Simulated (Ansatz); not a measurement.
Consider the formal exchange of groups at the Si–C bond: `NC[SiH2][AlH2]` + `OCOC[SiH3]` → `[AlH2][SiH2]C[SiH3]` + `NCOCO`.

Program: Ansatz. Geometries: PBE0-D4/def2-TZVP. ΔE: electronic, gas phase. CCSD(T)/CBS adds triple-zeta CCSD(T) − MP2 to the extrapolated MP2 energy (def2 sets, frozen cores). DFT in def2-TZVPP. B3LYP here is the variant with VWN-RPA as its local correlation; programs differ in this. Each species was taken in one conformer, which may not be the lowest.

`NC[SiH2][AlH2]`:

```xyz
12

N     0.434   -1.337   -1.814
C     0.158   -0.095   -1.104
Si    0.120   -0.365    0.770
Al   -0.404    1.671    2.043
H     0.407   -1.200   -2.817
H    -0.255   -2.043   -1.590
H     0.965    0.617   -1.310
H    -0.776    0.410   -1.402
H     1.421   -0.942    1.219
H    -0.916   -1.408    1.061
H    -0.471    1.634    3.632
H    -0.684    3.057    1.310
```

`OCOC[SiH3]`:

```xyz
13

O    -0.428    1.597   -1.729
C    -0.888    0.365   -1.258
O    -1.046    0.332    0.126
C     0.183    0.400    0.845
Si    0.957   -1.312    1.101
H    -1.095    2.260   -1.526
H    -1.872    0.113   -1.665
H    -0.146   -0.369   -1.596
H    -0.047    0.832    1.823
H     0.879    1.090    0.354
H     2.249   -1.162    1.824
H     1.213   -1.984   -0.201
H     0.041   -2.164    1.902
```

`[AlH2][SiH2]C[SiH3]`:

```xyz
13

Al    1.925    0.478   -0.331
Si    0.182    0.587    1.409
C    -1.345    0.272    0.307
Si   -0.763   -0.976   -0.933
H     3.048   -0.646   -0.373
H     1.991    1.707   -1.343
H     0.231   -0.500    2.430
H     0.020    1.872    2.149
H    -1.596    1.200   -0.216
H    -2.228   -0.062    0.856
H    -0.434   -2.284   -0.315
H    -1.599   -1.179   -2.144
H     0.569   -0.469   -1.495
```

`NCOCO`:

```xyz
12

N    -1.633    0.048    0.145
C    -0.532   -0.691    0.711
O     0.571   -0.725   -0.157
C     1.219    0.518   -0.289
O     2.017    0.500   -1.419
H    -2.197   -0.522   -0.469
H    -2.226    0.454    0.854
H    -0.755   -1.744    0.908
H    -0.261   -0.218    1.666
H     1.892    0.682    0.562
H     0.462    1.312   -0.328
H     1.443    0.387   -2.182
```

| level | ΔE (kJ/mol) | difference from CCSD(T)/CBS |
| --- | --- | --- |
| B3LYP-D4 | -63.3 | 6.6 |
| B2PLYP | -62.7 | 7.2 |
| HF/def2-TZVPP | -53.8 | 16.1 |
| MP2/def2-TZVPP | -73.7 | -3.8 |
| SCS-MP2/def2-TZVPP | -66.8 | 3.1 |
| CCSD/def2-TZVPP | -66.8 | 3.1 |
| CCSD(T)/def2-TZVPP | -69.5 | 0.4 |
| HF/def2-QZVPP | -53.7 | 16.2 |
| SCS-MP2/def2-QZVPP | -66.8 | 3.1 |
| MP2/CBS(def2) | -74.1 | -4.2 |
| CCSD(T)/CBS | -69.9 | 0 |

Largest T1 diagnostic among the species: 0.012.

The D4 term adds −6.9 kJ/mol with B3LYP and −3.6 kJ/mol with PBE0; it sums over pairs of atoms, weighted by their polarisabilities, and B3LYP, whose exchange is more repulsive, gets the larger term. In def2-TZVPP, CCSD(T) changes the Hartree–Fock value by −15.7 kJ/mol (the triples alone add −2.7 kJ/mol) and MP2 by −20.0 kJ/mol.
